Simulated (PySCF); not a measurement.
# Stationary points of InCl₂

These are results of PBE0 in PySCF with In def2-TZVP with ECP28, Cl def2-TZVP; scalar-relativistic core potentials, no spin–orbit coupling; density-fitted integrals, not measurements.

Relaxations began from a few typed shapes; open shells are unrestricted. The search is not exhaustive: other isomers or separated fragments can lie lower, and high-lying points may rest on an excited occupation.

(1) Order these stationary points by electronic energy, lowest first, in kJ/mol from the lowest minimum.
A. doublet C2v: In–Cl 2.353 Å (×2); Cl–In–Cl 119.5°
B. doublet D∞h: In–Cl 2.426 Å (×2); Cl–In–Cl 180.0°

(2) Which of them are minima?

Answers

(1) A (0.0), B (37.4).

(2) By energy in kJ/mol, 0.0: minimum; 37.4: saddle point, 2 imaginary modes.

For the lowest minimum: with an element this heavy the missing spin–orbit coupling can shift these numbers.
